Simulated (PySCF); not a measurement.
## Gas-phase XPS of (OMe)3Si-NH-SiH3, computed

(OMe)3Si-NH-SiH3, C3H13NO3Si2.
Z-matrix (Å and degrees, PBE0-D3(BJ)/def2-SVP geometry), rows numbered from 1:
```
Si
O   1  1.6448
C   2  1.4034  1  124.59
O   1  1.6528  2  115.04  3   -74.35
C   4  1.4005  1  125.07  2   -67.95
O   1  1.6460  2  106.62  3    40.92
C   6  1.4000  1  126.39  2  -165.55
N   1  1.7185  2  104.40  3   165.09
Si  8  1.7382  1  128.91  2   172.33
H   3  1.1006  2  108.68  1  -167.73
H   3  1.1029  2  111.60  1   -47.93
H   3  1.1043  2  111.54  1    73.22
H   5  1.1006  4  108.92  1  -165.26
H   5  1.1049  4  112.14  1   -45.54
H   5  1.1040  4  111.50  1    75.40
H   7  1.1054  6  111.53  1   -76.42
H   7  1.1009  6  108.85  1   164.77
H   7  1.1033  6  111.75  1    44.93
H   8  1.0171  1  113.17  2   -17.28
H   9  1.4925  8  106.98  1    -7.02
H   9  1.4968  8  112.46  1   112.67
H   9  1.4970  8  111.88  1  -126.51
```

Theory: delta-SCF UKS SCAN, pcX-2 on the ionised atom, pcseg-1 elsewhere, spin-free X2C in PySCF 2.14.0. Each binding energy is the total energy of the core-ionised species, with the hole localised on one atom, minus that of the ground state; both are solved self-consistently, so orbital relaxation is included.

Problem. What binding energy does each computed site have?

Solution. 
```csv
atom(s),bonded to,level,binding energy (eV),2p1/2 (eV),above the level's lowest (eV),count
Si1,3 O and N,Si 2p3/2,107.71,108.34,+0.62,1
Si1,3 O and N,Si 1s,1847.98,–,+1.04,1
O2/O4/O6,C and Si,O 1s,537.94,–,0.00,3
C3/C5/C7,O and 3 H,C 1s,292.20,–,0.00,3
N8,H and 2 Si,N 1s,404.17,–,0.00,1
Si9,N and 3 H,Si 2p3/2,107.09,107.71,0.00,1
Si9,N and 3 H,Si 1s,1846.94,–,0.00,1
```

Lowest listed Si 1s: Si9, bonded to N and 3 H. Highest, 1.04 eV above it: Si1, bonded to 3 O and N.

Lowest listed Si 2p3/2: Si9, bonded to N and 3 H. Highest, 0.62 eV above it: Si1, bonded to 3 O and N.

Problem. What is the longest wavelength that can ionise Si 1s of Si1 vertically?

Solution. λ = hc/E = 12398.42 eV Å / 1847.98 eV = 6.709 Å.

One atom of each set of topologically equivalent atoms was ionised and stands for the set; in this conformer not all members are related by symmetry, and their own values weren't computed. Spin–orbit and ligand-field terms were added within each 2p shell after the spin-free SCF. 2p1/2 minus 2p3/2 (ligand field included): Si 0.62 eV. Geometry: PBE0-D3(BJ)/def2-SVP, one conformer, isolated molecule.
